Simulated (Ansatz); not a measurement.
Isolated molecules relaxed with PBE0-D4/def2-TZVP in Ansatz; ΔE leaves out vibrations. CBS: MP2 limit from def2 TZ/QZ plus the TZ coupled-cluster correction, frozen cores. This one scheme is used for every species. DFT in def2-TZVPP. Each species was taken in one conformer, which may not be the lowest.

Reaction (ligand exchange at the Al–C bond): `[CH3][Al]([Cl])[N]=C=O` + HCl → `O=C=[N][Al]([Cl])[Cl]` + CH₄

```json
{"level": "B97M-V", "ΔE (kJ/mol)": "-156.8"}
{"level": "PBE0-D4", "ΔE (kJ/mol)": "-149.2"}
{"level": "r2SCANh-D4", "ΔE (kJ/mol)": "-155.7"}
{"level": "HF/CBS(def2)", "ΔE (kJ/mol)": "-166.9"}
```

(1) What does CCSD(T)/CBS give? (Best estimate.)

Largest T1 diagnostic among the species: 0.014.

Results:

(1) Ansatz gave: -152.2 kJ/mol. The listed levels differ from it by -4.6, 3.0, -3.5, -14.7 kJ/mol.

Leaving LDA and LC-ωPBE aside and taking each functional with its dispersion term where it has one, the values, not all of them listed here, spread over 14.6 kJ/mol, from BHLYP-D4 to PBE-D4. LDA lies +5.5 kJ/mol from PBE without D4. From PBE to PBE0 (25 % exact exchange), in def2-TZVPP and without D4, ΔE moves by −4.7 kJ/mol.

CCSD(T)/CBS has its own doubt, a few kJ/mol and more with outer-core shells, so smaller differences from it don't rank the levels.
